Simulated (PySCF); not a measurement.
# Relaxation of triplet Ca2Se

Level of theory: PySCF, UB3LYP, basis Se def2-SVP, Ca def2-SVP (no relativity, density fitting). A (50,194) grid was used.

A hand-made bent start, of C2v symmetry, held to at least that symmetry:

Coordinates in bohr (charge 0 multiplicity 3):
```
Se    0.0000    0.0000   -1.5555
Ca    4.4427    0.0000    1.5553
Ca   -4.4427    0.0000    1.5553
```

Optimiser trace:
```
step  E − E(last) (kJ/mol)  largest gradient (Eh/bohr)
   0                 30.08                     0.02524
   1                 14.85                     0.01855
   2                  1.74                     0.00476
   3                  0.99                     0.00142
   4                  0.93                     0.00049
   5                  0.88                     0.00072
   6                  0.71                     0.00141
   7                  0.15                     0.00102
   8                  0.05                     0.00063
   9                  0.01                     0.00028
  10                  0.00                     0.00005
```

It ends at C2v with Se–Ca 2.639 Å (×2); Ca–Se–Ca 121.1° (after a last refinement on a finer grid). A frequency run shows a minimum. Other isomers or separated fragments may lie lower.

Final geometry:
```xyz
3
charge 0 multiplicity 3, angstrom
Se    0.0000    0.0000   -0.6965
Ca    2.2983    0.0000    0.6007
Ca   -2.2983    0.0000    0.6007
```

The relaxation took roughly 70 core-seconds on a shared host.
